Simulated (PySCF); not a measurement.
The vertical singlet excitations below were computed for one of the candidates. Method: TDDFT CAM-B3LYP/def2-SVPD, vertical, gas phase, core orbitals frozen in the response (PySCF 2.14.0, density-fitted response routines). Geometries: GFN2-xTB, one conformer each.

| state | λ (nm) | f |
| --- | --- | --- |
| S1 | 221.8 | 0.023 |
| S2 | 205.2 | 0.0051 |
| S3 | 194.8 | 0.0090 |
| S4 | 186.8 | 0.0049 |
| S5 | 181.9 | 0.0037 |
| S6 | 178.5 | 0.021 |
| S7 | 175.9 | 0.0042 |
| S8 | 173.9 | 0.082 |

Orbital energies (eV): HOMO-3 -10.29, HOMO-2 -9.74, HOMO-1 -8.71, HOMO -7.49, LUMO 1.20, LUMO+1 1.40, LUMO+2 1.72.

Problem. Which structure fits? All have the formula C5H11NSi.
A. `CC/N=C\C(=C)[SiH3]`
B. `CN[C@H]1C=CC[SiH2]1`
C. `N(/[H])=C\[SiH2]C1CCC1`
D. `C=C1[SiH2][C@H]1N(C)C`

Solution. B. Its S1, at 5.59 eV, is the highest among the candidates; the nearest of the others has S1 at 4.71 eV. S1 is HOMO→LUMO (58%), HOMO→LUMO+1 (34%). Löwdin shares by element: HOMO nitrogen 50%, carbon 26% or more (atoms not listed hold the other 24%); LUMO carbon 31% or more, silicon 20% (atoms not listed hold the other 49%). At the same level the other candidates give, for their lowest levels:
- `[H]/N=C/[SiH2]C1CCC1`: 282 nm (f 0.002); 188 nm (f 0.007); 181 nm (f 0.002); 172 nm (f 0.023); 162 nm (f 0.042); T1 3.57 eV; HOMO -8.44, LUMO 0.45 eV
- `C=C1[SiH2][C@H]1N(C)C`: 264 nm (f 0.002); 225 nm (f 0.067); 214 nm (f 0.022); 206 nm (f 0.004); 195 nm (f 0.026); T1 4.13 eV; HOMO -7.44, LUMO 0.59 eV
- `C=C([SiH3])/C=N\CC`: 271 nm (f 0.004); 214 nm (f 0.002); 195 nm (f 0.168); 186 nm (f 0.024); 179 nm (f 0.030); T1 3.89 eV; HOMO -8.34, LUMO 0.14 eV
Triplets come from the Tamm–Dancoff approximation.
